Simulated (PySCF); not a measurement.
# Polarisability and C₆ of Ir²⁺ (iridium, charge +2)

[Xe] 4f14 5d7, high-spin 4F determinant. Calculation: PySCF 2.14, in aug-cc-pwCVTZ-PP with ECP60MDF; scalar relativity through the core potential. Coupled (time-dependent) response in atomic units; α is the mean over directions.

```
method  mean α (bohr³)  C₆ (like pair)  S(−4)
   UHF           9.540           60.71  21.77
   PBE           10.70           69.17  30.77
```

S(−4) is the Cauchy moment in α(ω) = α(0) + S(−4) ω² + …

Spin-orbit coupling is absent.

α(iu) at PBE:

| u (hartree) | α(iu) (bohr³) |
| --- | --- |
| 0 | 10.70 |
| 0.0500 | 10.63 |
| 0.100 | 10.41 |
| 0.200 | 9.679 |
| 0.300 | 8.776 |
| 0.500 | 7.089 |
| 0.750 | 5.505 |
| 1.00 | 4.380 |
| 1.50 | 2.941 |
| 2.00 | 2.094 |
| 3.00 | 1.196 |
| 5.00 | 0.5247 |

A single London oscillator, α(iu) = α/(1 + u²/ω²), gives C₆ = (3/4) ω α². Matching the computed C₆ needs ω = 4 × 69.17 / (3 × 10.70²) = 0.806 hartree.

For an ion, C₆ is the dispersion term alone; charge-induced terms of lower order in 1/R come first.

Energies and moments cover only the electrons outside the core potential. Spin-orbit coupling, absent here, splits the open shell strongly.
